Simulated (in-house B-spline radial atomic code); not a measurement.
Settings and results of a run for S⁴⁺ (an excited or competing configuration). Computed with a radial B-spline atomic code at the basis-set limit: Dirac-Hartree-Fock, average of the jj configuration, Fermi nucleus of rms radius 3.2611 fm.

In the input, a minus or plus after the letter marks the j = l - 1/2 or j = l + 1/2 subshell.

Command:
```bash
python run_scf.py task.json out
```
Settings (nuclear radius in fm, mass in u):
```
Z                16
configuration    1s2 2s2 2p-1 2p+4 3s2 6g-1
hamiltonian      dirac
method           hf
spin_polarised   False
nucleus          fermi
rms_radius       3.2611
atomic_mass      31.97207
speed_of_light   137.035999084
```

Output (hartree, bohr):
```
 radial grid: 75 intervals, B-splines of order 8, outer radius 40.8511 bohr

 iter        energy (Eh)    residual
    1       -382.1970955    5.48e-01
    2       -386.0035707    1.19e-01
    3       -386.0953555    5.02e-02
    4       -386.1119317    2.14e-02
    5       -386.1155379    2.95e-03
    6       -386.1156310    1.29e-04
    7       -386.1156312    6.56e-06
    8       -386.1156312    2.10e-07

 total energy                     -386.115631
 kinetic                            388.30729
 electron-nucleus                  -882.93501
 electron-electron                  108.51209

 first-order corrections (not in the total)
   Gaunt                            0.08836
   retardation                     -0.00614
   frequency dependence            -0.00007
   self-energy                      0.06215
   Uehling                         -0.00408
   Wichmann-Kroll                   0.00001
   recoil                           0.00564

 orbital      occ     eigenvalue          <r>       <r^2>       <1/r>       <r^4>     <1/r^2>       r_max    small
 1s1/2      2.000      -96.65592    0.0965911   0.0125466     15.6842 0.000406944     499.443     0.06331  3.24e-03
 2s1/2      2.000      -12.62165     0.460964    0.251109      3.1818    0.110744     42.0508      0.3805  5.30e-04
 2p1/2      1.000      -10.56825     0.419998    0.217823      3.0808   0.0976876     13.2512      0.3173  5.03e-04
 2p3/2      4.000      -10.41207     0.423173    0.221136     3.05498    0.100761     12.9465      0.3193  4.99e-04
 3s1/2      2.000       -3.24214      1.36774     2.12151     1.00571     6.76583     6.05986       1.227  1.14e-04
 6g7/2      1.000       -0.34760      8.78165     86.8047    0.139387     10313.3   0.0259762       9.336  9.31e-06

 Slater integrals (Eh)
   F0(2p1/2,2p1/2)               2.177696
   F0(2p1/2,2p3/2)               2.169582
   G2(2p1/2,2p3/2)               1.012489
   F0(2p1/2,6g7/2)               0.139387
   G3(2p1/2,6g7/2)               0.000004
   F0(2p3/2,2p3/2)               2.161554
   F2(2p3/2,2p3/2)               1.010568
   F0(2p3/2,6g7/2)               0.139387
   F2(2p3/2,6g7/2)               0.001449
   G3(2p3/2,6g7/2)               0.000004
   G5(2p3/2,6g7/2)               0.000003
   F0(6g7/2,6g7/2)               0.101883
   F2(6g7/2,6g7/2)               0.053141
   F4(6g7/2,6g7/2)               0.036666
   F6(6g7/2,6g7/2)               0.028196
```

Cost of the run: 0.9 s on 1 thread of Arm Neoverse V1, with other jobs on the host.

For the Dirac Hamiltonian the kinetic term is c α·p + (β - 1)c².
